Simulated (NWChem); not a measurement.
# C2H5BO2; SMILES CB(O)C=O

```xyz
10

C     -0.6831    -1.8711     0.0019
B      0.0588    -0.4977     0.0012
O      1.3958    -0.3823     0.0004
C     -0.6726     0.9562     0.0010
O      0.0375     1.9423    -0.0015
H     -1.3441    -1.9506    -0.8788
H     -1.3498    -1.9469     0.8788
H      0.0020    -2.7302     0.0059
H      1.6103     0.5701    -0.0005
H     -1.7867     1.0871     0.0033
```
Atoms are numbered in this order, from 1.

Program: NWChem. Pople sets run with spherical d functions. Geometry: optimised at PBE0/def2-SVP. Isolated, static molecule.

GIAO at B3LYP/6-31G*: principal shieldings of C4 are -134.6, -57.1, 110.3 ppm; an isolated tetramethylsilane molecule has σ = 189.5 ppm at the same levels.

Task: Find the isotropic 13C shift, its principal values, the span and the skew.

Result: 
1. σ(iso) = one third of the sum = -27.1 ppm.
2. δ = σ(reference) − σ = 216.6 ppm against tetramethylsilane.
3. δ11, δ22, δ33 = 324.1, 246.6, 79.2 ppm.
4. Span Ω = δ11 − δ33 = 244.9 ppm; skew κ = 3(δ22 − δ(iso))/Ω = 0.37.
